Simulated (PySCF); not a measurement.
Geometry (Å), atoms numbered from 1 in this order:
```xyz
19

C    -2.5343    1.9060   -0.0616
C    -1.8729    0.7672    0.1664
C    -2.3107   -0.2571    1.1664
C    -0.6495    0.4288   -0.6296
O     0.3962    0.0697    0.2718
C     1.4979   -0.4110   -0.2917
O     1.6797   -0.5521   -1.4719
O     2.3678   -0.7089    0.6670
C     3.6103   -1.2166    0.2165
H    -2.1731    2.6387   -0.7889
H    -3.4612    2.1413    0.4689
H    -2.4892   -1.2295    0.6765
H    -1.5207   -0.4215    1.9159
H    -3.2310    0.0483    1.6824
H    -0.8438   -0.4269   -1.3008
H    -0.3247    1.2720   -1.2579
H     4.1198   -0.4899   -0.4339
H     3.4743   -2.1518   -0.3468
H     4.2087   -1.4022    1.1163
```

- PBE0-D3(BJ)/def2-SVP structure
- NMR shieldings at PBE0/pcSseg-1/GIAO
- run in PySCF 2.14
- no solvent model, non-relativistic Hamiltonian, fast rotation and ring inversion assumed for equivalent nuclei, one conformer

References, each an isolated molecule treated in the same way: $^{13}$C (184.41 ppm) and $^{1}$H (31.27 ppm) against TMS; $^{17}$O (334.56 ppm) against H2O.

| atoms | nucleus | count | δ (ppm) |
| --- | --- | --- | --- |
| C3 | $^{13}$C | 1 | 21.9 |
| C1 | $^{13}$C | 1 | 121.8 |
| H15/H16 | $^{1}$H | 2 | ? |
| C6 | $^{13}$C | 1 | ? |
| H10 | $^{1}$H | 1 | 5.29 |
| H12/H13/H14 | $^{1}$H | 3 | ? |
| H11 | $^{1}$H | 1 | 5.24 |
| O8 | $^{17}$O | 1 | 141.5 |
| O7 | $^{17}$O | 1 | 310.3 |
| C4 | $^{13}$C | 1 | 73.3 |
| O5 | $^{17}$O | 1 | 164.3 |
| C9 | $^{13}$C | 1 | 54.3 |
| H17/H18/H19 | $^{1}$H | 3 | 3.65 |
| C2 | $^{13}$C | 1 | ? |

Problem. Fill in the missing shifts.

Solution. 
- C6: 161.0 ppm, carbonate carbon; it is a carbonyl in resonance with an O or N lone pair, the region of acids, esters and amides
- C2: 150.1 ppm, fully substituted alkene carbon; the olefinic region
- H15/H16: 4.26 ppm, hydrogen on an allylic sp3 CH2 bonded to O; its carbon carries O, which withdraws density
- H12/H13/H14: 1.91 ppm, hydrogen on an allylic methyl carbon; allylic position

Shifts are as computed. Against solution values, carbons near 30 ppm lie about +2 ppm off and those near 130 ppm about +5 ppm. Of 1211 compounds with measured shifts, 218 miss one by over three times the rms of a fit or turn the order of signals round; such compounds aren't used in these exercises. Unscaled 17O shifts of doubly bonded oxygen tend to come out too high, by tens of ppm or more. Experimental scales use liquid or dissolved standards, which lie at an offset from isolated H2O (liquid H2O: subtract about 36 ppm).
